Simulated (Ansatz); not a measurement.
Total energies of B₉P₉H₂₄, a nanocrystal cut from wurtzite BP (hydrogen-capped) from Ansatz at PBE0-D4/def2-TZVP, gas phase (1 Eh = 27.2114 eV = 2625.5 kJ/mol). The reference geometry is relaxed at PBE-D4/def2-SVP.

```xyz
42

B     2.1994    2.8910   -1.3960
P     1.9640    1.5527   -2.8139
P     1.1996    2.1623    0.1234
B    -0.7116    1.9903   -0.2704
B     0.8867   -0.0075   -2.3413
P    -0.8634    0.6448   -1.7278
P    -1.7183    1.2716    1.2486
B    -3.6304    1.1129    0.8511
B    -1.9916   -0.8866   -1.2312
P    -3.7098   -0.1818   -0.6235
B     1.9446    0.4590    0.7409
P     1.6997   -0.8321   -0.7526
P     0.9569   -0.2704    2.2672
B    -0.9524   -0.4254    1.8577
B     0.6483   -2.4078   -0.2265
P    -1.0951   -1.6858    0.3251
B     1.7132   -1.9685    2.8868
P     1.4945   -3.1799    1.3565
H     1.6958    3.9424   -1.7666
H     3.3895    2.9605   -1.1218
H     1.4154    2.1132   -4.0086
H     3.2094    1.0811   -3.3323
H     1.3225    3.0894    1.2046
H    -1.1806    3.0549   -0.6438
H     0.7727   -0.8082   -3.2543
H    -1.4876    1.2668   -2.8544
H    -1.5773    2.2038    2.3232
H    -4.0674    2.1833    0.4517
H    -4.2230    0.6432    1.8127
H    -2.0955   -1.6840   -2.1483
H    -4.3975    0.3328   -1.7658
H    -4.5561   -1.2949   -0.3283
H     3.1340    0.5678    0.9989
H     2.9867   -1.3117   -1.1517
H     1.0807    0.6719    3.3350
H    -1.5717   -0.8688    2.8132
H     0.5354   -3.2001   -1.1469
H    -1.8925   -2.8020    0.7301
H     2.9086   -1.8400    3.1127
H     1.0579   -2.4040    3.8234
H     2.7298   -3.7690    0.9452
H     0.7763   -4.3673    1.6980
```

| state | geometry | energy (Eh) |
| --- | --- | --- |
| charge 0 singlet | reference | -3309.37009 |
| charge 1 doublet | reference | -3309.06602 |
| charge -1 doublet | reference | -3309.37283 |
| free B atom (doublet) | – | -24.61828 |
| free P atom (quartet) | – | -341.13505 |
| free H atom (doublet) | – | -0.50104 |

Single mean-field runs in def2-TZVP are fitted with def2-universal-jkfit.

Work out the vertical ionisation energy to the doublet.

E(charge 1 doublet) − E(charge 0 singlet) = -3309.06602 − (-3309.37009) = 0.30407 Eh = 8.27 eV. For comparison, −ε of the highest occupied level is 7.01 eV at this level, 1.26 eV less.

Work out the vertical electron affinity, to the doublet.

E(charge 0 singlet) − E(charge -1 doublet) = -3309.37009 − (-3309.37283) = 0.00274 Eh = 0.07 eV; so near zero that its sign isn't settled. The basis lacks diffuse functions, which makes affinities too small.

Give the fundamental gap IE − EA, the Mulliken electronegativity (IE + EA)/2 and the hardness (IE − EA)/2.

From the values in Eh: IE − EA = 0.30407 − 0.00274 = 0.30133 Eh = 8.20 eV; (IE + EA)/2 = 4.17 eV; (IE − EA)/2 = 4.10 eV. The HOMO–LUMO gap of the same run is 5.97 eV, 2.23 eV smaller than the fundamental gap.

What is the binding energy per atom against free atoms?

Atoms: 9 × (-24.61828) + 9 × (-341.13505) + 24 × (-0.50104) = -3303.80493 Eh. Binding: -3303.80493 − (-3309.37009) = 5.56516 Eh = 151.44 eV, or 3.61 eV for each of 42 atoms (no zero-point energy, no counterpoise term).

At PBE0-D4/def2-TZVP the highest occupied level of the charge -1 doublet lies above zero (up to 1.09 eV). Energy differences put its binding near zero (0.07 eV; vertical, to the charge 0 singlet, at PBE0-D4/def2-TZVP), which leaves it undecided.
